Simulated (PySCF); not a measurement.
# Pt₂Cl⁺, triplet: structure and spectrum

All numbers come from UPBE0/[Cl def2-TZVP, Pt def2-TZVP with ECP60], scalar-relativistic core potentials, density fitting, no spin–orbit coupling, PySCF.

The structure is a minimum.

Z-matrix (Å, degrees; charge 1 multiplicity 3):
```
Cl
Pt 1 2.2572
Pt 1 2.2572 2 75.72
```

```json
{
  "Point group": "C2v",
  "Bond lengths": "Cl–Pt 2.257 Å (×2), Pt–Pt 2.771 Å",
  "Bond angles": "Cl–Pt–Pt 52.1° (×2), Pt–Cl–Pt 75.7°",
  "Principal polarisabilities": "34.3, 37.1, 57.6 bohr³",
  "Rotational symmetry number": "2",
  "Dipole moment about the centre of mass": "1.27 D",
  "Spin squared ⟨S²⟩": "2.021",
  "Zero-point energy": "4.1 kJ/mol",
  "Entropy at 298.15 K and 1 bar (electronic part: spin only)": "339.3 J/(mol K)",
  "Enthalpy at 298.15 K above 0 K": "14.14 kJ/mol",
  "Principal quadrupole moments (Buckingham, traceless) about the centre of mass": "-9.75, -5.09, 14.84 D Å",
  "Lowest empty level (β)": "-10.54 eV",
  "Highest occupied level (β)": "-12.20 eV",
  "Heat capacity Cp at 298.15 K": "55.3 J/(mol K)",
  "Rotational constants": "0.1654, 0.02253, 0.01983 cm⁻¹"
}
```

Harmonic modes (masses in u: Cl 34.969, Pt 194.965):
| symmetry | ω (cm⁻¹) | IR (km/mol) | μ (u) |
| --- | --- | --- | --- |
| a1 | 77 | 0.0 | 151.34 |
| b2 | 264 | 6.0 | 41.52 |
| a1 | 350 | 2.0 | 39.70 |

In C2v the vibrations span 2a1 + b2. Here b1 is antisymmetric to the molecular plane and b2 lies in it.

Charges (e):
```
 atom  Mulliken  Löwdin  polar tensor  spin (Mulliken)  Mayer order to Cl1
  Cl1     -0.16    0.38          0.05             0.16                   –
Pt2,3      0.58    0.31          0.48             0.92                0.82
```
Other Mayer orders above 0.3: Pt–Pt 0.62.

Mulliken populations on Cl1: s 5.97, p 11.05, d 0.12, f 0.01.

Outer orbital energies (eV). α occupied: -14.23, -14.19, -13.94, -13.58, -13.51, -13.30, -13.19, -12.49; empty: -8.77, -8.22, -5.05, -5.04. β occupied: -14.31, -13.85, -13.68, -13.56, -13.26, -12.93, -12.73, -12.20; empty: -10.54, -9.36, -8.19, -7.80.

Only a few start shapes were tried, so a lower isomer may exist. Open d and f shells are described by one determinant, and the ground state may have another occupation or spin. Spin–orbit coupling, left out here, can matter for elements this heavy.

The final relaxation and frequency run took about 10 core-minutes on a shared host.
